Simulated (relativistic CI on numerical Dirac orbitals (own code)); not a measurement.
# Cr+: K-alpha X-ray emission

Computed with this model: Dirac-Coulomb-Breit CI, orbitals from a KLI potential per configuration, model QED, valence Slater integrals scaled by 0.8, multiplet model of X-ray emission after core ionisation; configurations [Ar] 3d5 → 1s 2s2 2p6 3s2 3p6 3d5 → [He] 2s2 2p5 3s2 3p6 3d5; 300 K; Lorentzian 1.26 eV and Gaussian 0.6 eV FWHM. Energies are those of the free ion, without screening or charge transfer. S is read from ⟨S²⟩ = S(S + 1).

free ion: ground-state S = 2.50, centroid 5411.04 eV. Peaks (eV, height): 5404.6 (60), 5410.4 (22), 5414.6 (98), 5415.2 (100).

Strongest unbroadened transitions for free ion:

```
Energy (eV)  Relative strength
    5401.45                2.7
    5404.40               15.2
    5404.45               44.5
    5405.39               15.0
    5405.44               13.9
    5405.52                8.4
    5405.57                7.2
    5409.28                4.4
    5409.52                2.8
    5410.24                4.2
    5410.39                2.6
    5410.62                6.5
    5413.07               21.8
    5413.55               16.1
    5413.59               28.9
    5414.37               51.9
    5414.41               21.6
    5415.41              100.0
```
